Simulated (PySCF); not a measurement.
Compound: (Cl)3Sn-NH-SiH3.
Cartesian coordinates in Å at the PBE0-D3(BJ)/def2-SVP level; atoms count from 1:
```xyz
10
Cl3H4NSiSn angstrom
Sn     0.9221    0.2653   -1.2832
Cl     2.3953   -1.0884   -2.4637
Cl    -0.6411    1.0718   -2.8014
Cl     2.0122    2.0973   -0.3622
N      0.0823   -0.7850    0.1891
Si    -1.0053   -0.1263    1.3878
H      0.2860   -1.7805    0.1588
H     -0.9577    1.3533    1.2013
H     -0.5576   -0.4852    2.7667
H     -2.4116   -0.5990    1.2114
```

Computed, not measured: PySCF, PBE0-D3(BJ)/def2-SVP geometry optimisation, gas phase, def2 core potentials past Kr.

Masses are those of the commonest isotopes; rigid-rotor values at the optimised geometry. 

Q: Give the principal moments of inertia and the rotational constants in MHz.

A: Ia = 474.56, Ib = 725.05, Ic = 743.07 u·Å²; 505379 MHz·u·Å²/I gives A = 1065, B = 697.0, C = 680.1 MHz.

Q: Classify the top.

A: A near-prolate asymmetric top. Ray's parameter κ = (2B − A − C)/(A − C) = -0.912; −1 is the prolate and +1 the oblate limit.

Q: Is it planar, by Δ = Ic − Ia − Ib?

A: Not planar: Δ = Ic − Ia − Ib = -456.54 u·Å². For a rigid frame Δ = −2 Σ m c², so Σ m c² = 228.27 u·Å² lies off the ab plane: 7.83 from hydrogen and 220.43 from heavier atoms. The atom farthest from that plane is 2.19 Å away.

Q: Where do the levels up to J = 4 lie, in cm⁻¹?

A: Above 0(0,0):
J = 1: 1(0,1) 0.0459, 1(1,1) 0.0582, 1(1,0) 0.0588
J = 2: 2(0,2) 0.1378, 2(1,2) 0.1495, 2(1,1) 0.1512, 2(2,1) 0.1880, 2(2,0) 0.1880
J = 3: 3(0,3) 0.2755, 3(1,3) 0.2865, 3(1,2) 0.2899, 3(2,2) 0.3258, 3(2,1) 0.3259, 3(3,1) 0.3886, 3(3,0) 0.3886
J = 4: 4(0,4) 0.4591, 4(1,4) 0.4691, 4(1,3) 0.4747, 4(2,3) 0.5096, 4(2,2) 0.5099, 4(3,2) 0.5724, 4(3,1) 0.5724, 4(4,1) 0.6603, 4(4,0) 0.6603
Those of J = 1 are B + C, A + C and A + B.

Q: Which lines would a microwave search look for?

A: The dipole components are |μa| = 1.44 D, |μb| = 0.08 D, |μc| = 1.80 D. The squared components, which scale the intensities, stand as 0.64 : 0.00 : 1.00 (a : b : c). Some of the stronger lines:

| type | branch | J(Ka,Kc) | MHz | lower level (cm⁻¹) |
| --- | --- | --- | --- | --- |
| c | Q | 3(1,3) ← 3(0,3) | 328 | 0.276 |
| c | Q | 2(1,2) ← 2(0,2) | 352 | 0.138 |
| c | Q | 3(2,2) ← 3(1,2) | 1079 | 0.290 |
| c | Q | 2(2,1) ← 2(1,1) | 1104 | 0.151 |
| c | R | 1(1,0) ← 0(0,0) | 1762 | 0.000 |
| c | Q | 3(3,1) ← 3(2,1) | 1879 | 0.326 |
| a | R | 2(1,2) ← 1(1,1) | 2737 | 0.058 |
| a | R | 2(0,2) ← 1(0,1) | 2754 | 0.046 |
| a | R | 2(1,1) ← 1(1,0) | 2771 | 0.059 |
| c | R | 2(1,1) ← 1(0,1) | 3156 | 0.046 |
| c | R | 2(2,1) ← 1(1,1) | 3892 | 0.058 |
| a | R | 3(0,3) ← 2(0,2) | 4129 | 0.138 |
| a | R | 3(2,1) ← 2(2,0) | 4134 | 0.188 |
| a | R | 3(1,2) ← 2(1,1) | 4156 | 0.151 |
| c | R | 3(1,2) ← 2(0,2) | 4559 | 0.138 |
| c | R | 3(2,1) ← 2(1,1) | 5238 | 0.151 |

Whether it is a minimum is left open (no frequencies). These are rigid-rotor constants of the computed structure; measured ground-state constants (B0) also hold zero-point vibration. A rigid rotor knows nothing of internal rotation, which can split or shift real lines. Quadrupole hyperfine structure (14N, 35Cl) is left out.

Hardware: an Intel Xeon Platinum 8375C at 2.90 GHz with one thread, on a shared host. Cost: 2.5 min of wall time, 0.51 GiB resident at most. These figures are those of the optimisation.
